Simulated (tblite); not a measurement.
Compound: C8H16OP (charge +1).
SMILES with atom numbers: `[CH2:1]=[C:2]([CH3:3])[P+:4]1([CH3:5])[CH2:6][CH2:7][O:8][CH2:9][CH2:10]1` (hydrogens: H11, H12 on C1; H13, H14, H15 on C3; H16, H17, H18 on C5; H19, H20 on C6; H21, H22 on C7; H23, H24 on C9; H25, H26 on C10)
Bond orders are those of one Lewis drawing.

Computed with GFN2-xTB (tblite), gas phase: L-BFGS steps from a force-field or distance-geometry start until the largest atomic force falls under 0.01 eV/Å.

Step 45: E = -855.6642 eV
```
atom  x, y, z in Å  |  force x, y, z in eV/Å
C1      1.3166   -0.9133    1.7576    0.002  -0.017  -0.022
C2      1.4484   -0.4955    0.5054   -0.014  -0.004  -0.028
C3      2.7572   -0.2160   -0.1659   -0.016  -0.011   0.022
P4     -0.0132   -0.2017   -0.5304    0.052   0.001  -0.017
C5      0.3129   -0.6631   -2.2518    0.018   0.011   0.037
C6     -1.4921   -1.1441   -0.0170    0.067  -0.007  -0.066
C7     -2.2646   -0.2218    0.9384    0.056  -0.005  -0.002
O8     -1.3209    0.6266    1.5674   -0.044   0.032   0.049
C9     -1.0621    1.8343    0.8889    0.000  -0.017   0.005
C10    -0.4966    1.5587   -0.5171   -0.004  -0.026  -0.020
H11     2.1831   -1.0788    2.3754    0.017   0.002   0.015
H12     0.3607   -1.0860    2.2219   -0.015   0.000  -0.023
H13     2.9649   -0.9568   -0.9390   -0.006   0.029   0.017
H14     3.5541   -0.2605    0.5717    0.039   0.012  -0.046
H15     2.7676    0.7725   -0.6273   -0.026  -0.033   0.007
H16    -0.5962   -0.4899   -2.8299    0.053  -0.034  -0.009
H17     0.5732   -1.7207   -2.2908   -0.003   0.014  -0.050
H18     1.1219   -0.0748   -2.6805    0.015  -0.003   0.038
H19    -1.1459   -2.0450    0.4942   -0.048  -0.029   0.026
H20    -2.0618   -1.4467   -0.8956   -0.075   0.018  -0.032
H21    -3.0305    0.3631    0.4179    0.015  -0.028   0.011
H22    -2.7444   -0.8083    1.7238   -0.035   0.065   0.054
H23    -0.3176    2.3326    1.5102   -0.010   0.065   0.020
H24    -1.9613    2.4607    0.8365    0.004  -0.026   0.017
H25     0.3635    2.1902   -0.7439    0.010   0.007   0.002
H26    -1.2378    1.7070   -1.3065   -0.052  -0.017  -0.006
```

Step 46: E = -855.6661 eV
```
atom  x, y, z in Å  |  force x, y, z in eV/Å
C1      1.3159   -0.9179    1.7561   -0.010  -0.022   0.002
C2      1.4486   -0.4979    0.5052   -0.032  -0.015  -0.014
C3      2.7562   -0.2178   -0.1641   -0.001   0.004   0.013
P4     -0.0107   -0.2009   -0.5318    0.012   0.011  -0.026
C5      0.3163   -0.6634   -2.2541    0.014   0.024   0.060
C6     -1.4921   -1.1397   -0.0192    0.051  -0.008  -0.054
C7     -2.2596   -0.2229    0.9479    0.056  -0.017  -0.018
O8     -1.3160    0.6312    1.5678   -0.028   0.006   0.089
C9     -1.0667    1.8376    0.8851    0.018  -0.023  -0.005
C10    -0.4968    1.5594   -0.5184    0.015  -0.037  -0.050
H11     2.1801   -1.0860    2.3764    0.022   0.005   0.007
H12     0.3591   -1.0893    2.2179   -0.030  -0.007  -0.011
H13     2.9674   -0.9606   -0.9330    0.003   0.014  -0.007
H14     3.5518   -0.2549    0.5739    0.065   0.002  -0.020
H15     2.7622    0.7686   -0.6275   -0.018  -0.004  -0.021
H16    -0.5890   -0.4769   -2.8347    0.065  -0.038  -0.005
H17     0.5635   -1.7244   -2.2947   -0.004   0.030  -0.048
H18     1.1348   -0.0831   -2.6769    0.002  -0.014   0.035
H19    -1.1430   -2.0451    0.4829   -0.072  -0.027   0.021
H20    -2.0676   -1.4330   -0.8980   -0.055   0.020  -0.008
H21    -3.0346    0.3596    0.4385    0.013  -0.036  -0.005
H22    -2.7294   -0.8132    1.7377   -0.011   0.071   0.037
H23    -0.3266    2.3468    1.5039   -0.031   0.053   0.015
H24    -1.9722    2.4537    0.8277   -0.001  -0.006   0.017
H25     0.3630    2.1921   -0.7432    0.004   0.011  -0.008
H26    -1.2355    1.7006   -1.3119   -0.049   0.003   0.004
```

Step 47: E = -855.6681 eV
```
atom  x, y, z in Å  |  force x, y, z in eV/Å
C1      1.3160   -0.9218    1.7545   -0.025  -0.025   0.027
C2      1.4489   -0.5005    0.5045   -0.032  -0.025   0.010
C3      2.7554   -0.2194   -0.1628    0.016   0.019   0.000
P4     -0.0079   -0.2011   -0.5333   -0.029   0.014  -0.021
C5      0.3199   -0.6638   -2.2554    0.014   0.027   0.059
C6     -1.4912   -1.1364   -0.0213    0.015  -0.011  -0.021
C7     -2.2549   -0.2232    0.9551    0.043  -0.020  -0.025
O8     -1.3138    0.6357    1.5705   -0.001  -0.018   0.104
C9     -1.0700    1.8397    0.8830    0.031  -0.020  -0.011
C10    -0.4972    1.5584   -0.5192    0.022  -0.031  -0.056
H11     2.1782   -1.0909    2.3779    0.017   0.007  -0.009
H12     0.3577   -1.0913    2.2132   -0.039  -0.015   0.005
H13     2.9687   -0.9630   -0.9292    0.014  -0.002  -0.031
H14     3.5518   -0.2503    0.5737    0.075  -0.007   0.003
H15     2.7564    0.7655   -0.6271   -0.006   0.024  -0.047
H16    -0.5814   -0.4690   -2.8389    0.056  -0.030  -0.007
H17     0.5579   -1.7268   -2.3001    0.003   0.029  -0.034
H18     1.1447   -0.0889   -2.6730    0.003  -0.013   0.028
H19    -1.1422   -2.0457    0.4747   -0.086  -0.022   0.009
H20    -2.0739   -1.4216   -0.8996   -0.023   0.023   0.020
H21    -3.0359    0.3571    0.4527    0.007  -0.033  -0.025
H22    -2.7203   -0.8133    1.7483    0.015   0.056   0.018
H23    -0.3338    2.3587    1.4997   -0.046   0.032   0.004
H24    -1.9801    2.4481    0.8224   -0.004   0.010   0.008
H25     0.3618    2.1931   -0.7420   -0.007   0.010  -0.021
H26    -1.2357    1.6932   -1.3147   -0.035   0.021   0.015
```

**Question.** Estimate the geometry and energy of step 48. (The exact step hangs on the optimiser's Hessian estimate; all steps are aligned on step 47, rigid shifts and turns removed.)

**Answer.** E = -855.6699 eV, largest force 0.091 eV/Å
```
atom  x, y, z in Å  |  force x, y, z in eV/Å
C1      1.3160   -0.9255    1.7536   -0.034  -0.022   0.039
C2      1.4485   -0.5029    0.5041   -0.011  -0.026   0.033
C3      2.7548   -0.2204   -0.1617    0.026   0.025  -0.012
P4     -0.0062   -0.2012   -0.5348   -0.047   0.004  -0.001
C5      0.3236   -0.6637   -2.2552    0.016   0.016   0.022
C6     -1.4901   -1.1340   -0.0234   -0.030  -0.015   0.024
C7     -2.2504   -0.2240    0.9609    0.009  -0.012  -0.007
O8     -1.3125    0.6397    1.5742    0.018  -0.026   0.069
C9     -1.0724    1.8412    0.8806    0.030  -0.011  -0.004
C10    -0.4974    1.5571   -0.5211    0.013  -0.011  -0.030
H11     2.1774   -1.0950    2.3787    0.004   0.009  -0.024
H12     0.3564   -1.0936    2.2095   -0.041  -0.024   0.019
H13     2.9689   -0.9653   -0.9262    0.023  -0.004  -0.040
H14     3.5531   -0.2466    0.5732    0.060  -0.010   0.006
H15     2.7509    0.7634   -0.6276    0.005   0.033  -0.059
H16    -0.5731   -0.4630   -2.8432    0.043  -0.016  -0.005
H17     0.5538   -1.7280   -2.3056    0.013   0.023  -0.013
H18     1.1537   -0.0934   -2.6682    0.008  -0.007   0.022
H19    -1.1433   -2.0476    0.4674   -0.090  -0.013  -0.005
H20    -2.0803   -1.4113   -0.9003    0.007   0.026   0.038
H21    -3.0379    0.3529    0.4634    0.023  -0.032  -0.027
H22    -2.7123   -0.8118    1.7592    0.044   0.038  -0.019
H23    -0.3407    2.3693    1.4957   -0.047   0.010  -0.006
H24    -1.9861    2.4443    0.8184   -0.002   0.010  -0.008
H25     0.3613    2.1938   -0.7413   -0.021   0.004  -0.035
H26    -1.2368    1.6883   -1.3170   -0.016   0.031   0.022
```

The energy changes by -0.0018 eV. The first-order estimate −F·Δx gives -0.0025 eV and the mean of the old and new forces, exact on a quadratic surface, -0.0018 eV. The step makes an angle of 75° with the force vector and moves no atom by more than 0.014 Å.

What follows is the cost of the whole relaxation. Hardware: one thread of an Arm Neoverse V1 (shared host). Cost: 1.6 s wall.
